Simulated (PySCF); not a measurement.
Cartesian coordinates in Å; atom numbers follow the order of the lines, from 1:
```xyz
15

C     2.125   -0.401   -0.266
P     0.847    0.472    0.784
O     0.726    1.889    0.337
O     1.107    0.187    2.225
C    -0.647   -0.473    0.229
C    -1.342    0.028   -0.992
C    -1.927    0.285    0.358
H     3.083    0.074   -0.060
H     2.187   -1.454   -0.002
H     1.894   -0.297   -1.323
H    -0.661   -1.537    0.438
H    -1.837   -0.680   -1.648
H    -0.882    0.864   -1.498
H    -2.833   -0.237    0.646
H    -1.844    1.289    0.750
```

Total charge -1.

Geometry: GFN2-xTB; GIAO absolute shieldings from PySCF 2.14, gas phase, non-relativistic, averaged over equivalent atoms.

At BP86/3-21G (83 basis functions, of the order of 24 core-seconds):
| atoms | σ (ppm) |
| --- | --- |
| C1 | 186.8 |
| C5 | 191.3 |
| C6 | 198.9 |
| C7 | 200.4 |
| P2 | 433.0 |
| O4 | 212.2 |
| O3 | 236.5 |
| H15 | 32.37 |
| H13 | 33.03 |
| H8/H9/H10 | 33.14 |
| H12 | 33.20 |
| H11 | 33.26 |
| H14 | 33.33 |

Estimate the result of repeating the calculation with revPBE/3-21G.

Answers


| atoms | σ at revPBE/3-21G | change |
| --- | --- | --- |
| C1 | 187.2 | +0.4 |
| C5 | 192.4 | +1.1 |
| C6 | 199.0 | +0.1 |
| C7 | 200.5 | +0.1 |
| P2 | 436.3 | +3.3 |
| O4 | 215.2 | +3.0 |
| O3 | 239.5 | +3.0 |
| H15 | 32.50 | +0.13 |
| H13 | 33.14 | +0.11 |
| H8/H9/H10 | 33.24 | +0.10 |
| H12 | 33.30 | +0.10 |
| H11 | 33.39 | +0.13 |
| H14 | 33.43 | +0.10 |

The largest change is at P2 (phosphorus bonded to 2 C, 2 O). Cost: 83 basis functions, roughly 30 core-seconds. The order of the carbon signals is the same at both levels.
